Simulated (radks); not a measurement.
Ionisation of neutral potassium, [Ar] 4s1, to [Ar] as the strength of local exchange is varied. Calculated with a radial shooting solver on a logarithmic mesh with Libxc functionals: non-relativistic Kohn-Sham, Slater X-alpha exchange (alpha = 2/3 is LDA exchange), no correlation, spin-polarised, spherical densities, point nucleus; open shells are filled with parallel spins first.

| alpha | E(K) (hartree) | exchange (hartree) | IE (eV) | -e of the level emptied (eV) | <r> of it (bohr) |
|---|---|---|---|---|---|
| 0.605 | -593.93028 | -27.23122 | 3.802 | 1.952 (4s) | 5.207 |
| 0.667 | -596.72653 | -30.14265 | 4.043 | 2.191 (4s) | 5.053 |
| 0.775 | -601.62422 | -35.26748 | 4.479 | 2.634 (4s) | 4.812 |
| 0.815 | -603.44680 | -37.18272 | 4.646 | 2.806 (4s) | 4.730 |
| 0.984 | -611.19865 | -45.37683 | 5.384 | 3.582 (4s) | 4.419 |
| 1.009 | -612.35242 | -46.60299 | 5.497 | 3.703 (4s) | 4.378 |
| 1.04 | -613.78563 | -48.12844 | 5.639 | 3.855 (4s) | 4.327 |

NIST Atomic Spectra Database: 4.341 eV (measured). The Delta-SCF value meets it near alpha = 0.74.
